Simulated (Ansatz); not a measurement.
Input file for `N#[C][Ge]([Cl])([Cl])[C]#N`:

```yaml
crystal:
  periodic: [false, false, false]
  atoms:
    - {symbol: N, position_ang: [1.736941, -1.666348, 1.449510]}
    - {symbol: C, position_ang: [0.986109, -1.114131, 0.775084]}
    - {symbol: Ge, position_ang: [-0.260746, -0.217384, -0.350428]}
    - {symbol: Cl, position_ang: [-2.181958, -1.019068, -0.030807]}
    - {symbol: Cl, position_ang: [0.338738, -0.434871, -2.357720]}
    - {symbol: C, position_ang: [-0.271785, 1.632177, 0.101877]}
    - {symbol: N, position_ang: [-0.286198, 2.751623, 0.366783]}
basis:
  gaussian: {orbitals: def2-TZVPP}
correlation: {method: ccsd_t}
output: {orbitals: {seedname: orbitals}}
```

```sh
$ ansatz run in.yaml --threads 4 --pin off --events-out ev --progress --plain --max-ram 11315MiB
```

Log, shortened:

```
Functional definition: HF
1625 factors; integrals over basis functions are off by at most 8.1e-4 eV
mean field evaluation 1: about -86503.1868 eV, gradient 5.0e1 eV
mean field evaluation 2: about -86503.6136 eV, gradient 5.0e1 eV
mean field evaluation 4: about -86509.6636 eV, gradient 4.7e0 eV
mean field evaluation 8: about -86509.7765 eV, gradient 5.9e-1 eV
mean field evaluation 16: about -86509.7775 eV, gradient 1.9e-6 eV
mean field -86509.77752430 eV, -3179.1756855846 hartree, gradient 1.9e-6 eV, S^2 0.000000; 0 other end points of the search recorded, 0 dependent functions left out
23 core orbitals not correlated: weight in the atoms' cores, before any rotation towards them, 1.000 or more for the frozen orbitals, at most 0.000 for the correlated occupied ones
reference -86509.77752430 eV, -3179.1756855846 hartree; 23, 23 occupied and 210, 210 virtual orbitals, 1625 factors
second order -34.73469484 eV of doubles, -0.00000000 eV of singles
cycle   1  -34.03636023 eV  change    7.0e-1 eV  update   1.5e-1
cycle   2  -35.10460525 eV  change    -1.1e0 eV  update   4.6e-2
cycle   3  -35.30785231 eV  change   -2.0e-1 eV  update   2.0e-2
cycle   4  -35.29895138 eV  change    8.9e-3 eV  update   5.6e-3
cycle   5  -35.30409890 eV  change   -5.1e-3 eV  update   2.5e-3
cycle   6  -35.30641740 eV  change   -2.3e-3 eV  update   6.0e-4
cycle   7  -35.30654050 eV  change   -1.2e-4 eV  update   2.3e-4
cycle   8  -35.30664210 eV  change   -1.0e-4 eV  update   6.5e-5
cycle   9  -35.30667309 eV  change   -3.1e-5 eV  update   2.9e-5
perturbative correction -1.79565506 eV, -0.0659891064 hartree
Total energy: -86546.87985245 eV, -3180.5391709953 hartree
```

Hardware: 4 threads of an Arm Neoverse V2 on a shared host. Wall time 5 min, peak host memory 5.9 GiB.

Correlation energy per correlated electron: -0.807 eV. T1 diagnostic: 0.0122.
